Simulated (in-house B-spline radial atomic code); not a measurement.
# Ionising Re IX (Re8+) with different functionals

Computed with a B-spline radial code for spherical atoms: four-component Dirac-Coulomb Hamiltonian, Fermi nucleus of rms radius 5.3698 fm, spin-restricted, spherical fractional occupations for the functionals. The ionisation energy is the difference of two self-consistent energies, [Kr] 4d10 4f14 5s2 5p5 → [Kr] 4d10 4f14 5s2 5p4, without Breit or QED terms; ε is the level of the shell that loses the electron (mean over j). The electron is taken from both j subshells in proportion to 2j + 1, so the result is a j average, not the step between ground levels.

Hybrids are left out here: with spherical fractional occupations of an open shell their exact exchange keeps a self-interaction that integer-occupation calculations don't have.

| method | rung | ΔSCF (eV) | -ε(5p) (eV) |
| --- | --- | --- | --- |
| LDA VWN5 | LDA | 168.52 | 158.68 |
| relativistic LDA | LDA | 168.29 | 158.46 |
| LDA PW92 | LDA | 168.51 | 158.67 |
| LDA exchange-only | LDA | 166.59 | 156.75 |
| PBE | GGA | 168.02 | 158.22 |
| PBEsol | GGA | 168.13 | 158.32 |
| BLYP | GGA | 167.91 | 158.08 |
| RPBE | GGA | 167.92 | 158.13 |
| PW91 | GGA | ? | ? |
| BP86 | GGA | 168.20 | 158.39 |
| AM05 | GGA | ? | ? |
| OLYP | GGA | 168.41 | 158.62 |

Q: What does AM05 give?

A: ΔSCF 168.20 eV, and -ε(5p) = 158.38 eV.

Q: What does PW91 give?

A: ΔSCF 168.17 eV, and -ε(5p) = 158.36 eV.

Q: How do they compare with the NIST value?

A: NIST lists 165 eV ± 8 (tabulated theory, ground level to ground level). Errors run from +1.59 to +3.52 eV; all lie within about twice that uncertainty, so the table can't rank the methods.
